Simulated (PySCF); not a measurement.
Computed properties of CH4OSi, SMILES C[Si]O

Si(Me)(OH) (CH₄OSi), SMILES [Si](C)O (connectivity only; charge and spin as stated), neutral, multiplicity 1. The structure is a stationary point at PBE0-D3(BJ)/def2-TZVP. One conformer was computed; it need not be the lowest. All values are computed for the isolated molecule unless a solvent is named; none is compared with measurement here.

**Structure.** The optimised structure has Cs symmetry. All 15 harmonic modes at PBE0-D3(BJ)/def2-TZVP (PySCF) are real, so it is a minimum. With heavy atoms numbered as in [Si:1]([CH3:2])[OH:6], the shortest bond between them is Si1–O6 at 1.663 Å and the longest Si1–C2 at 1.888 Å.

**Vibrations.** The strongest infrared lines (harmonic, unscaled, degenerate partners summed) lie at 899 cm⁻¹ (177 km/mol, H 81 %, O 11 %), 3893 cm⁻¹ (113 km/mol, H 94 %), 857 cm⁻¹ (92 km/mol, O 53 %, Si 39 %). The softest mode is at 29 cm⁻¹ and the zero-point energy is 31.2 kcal/mol.

**Electronic structure.** ωB97X/def2-TZVPD (PySCF) places the frontier levels at -8.51 and 0.39 eV, a gap of 8.90 eV, and gives a dipole moment of 0.35 D and a mean polarisability of 50.7 bohr³.

**Excitations.** TDDFT-CAM-B3LYP/def2-SVPD (PySCF) has S1 at 3.39 eV (366 nm, f = 0.037, weak); the most intense of the 10 singlets computed lies at 6.92 eV (f = 0.30). T1 (TDA) is at 1.98 eV. No vertical singlet excitation falls in the visible range (under 3.1 eV).

**NMR.** GIAO shifts at HF/pcSseg-2 (PySCF) (non-relativistic, atoms alike by connectivity averaged): ¹³C at 28.2 ppm against TMS; ¹H from 0.5 to 6.2 ppm against TMS; ²⁹Si at 399.1 ppm against TMS.
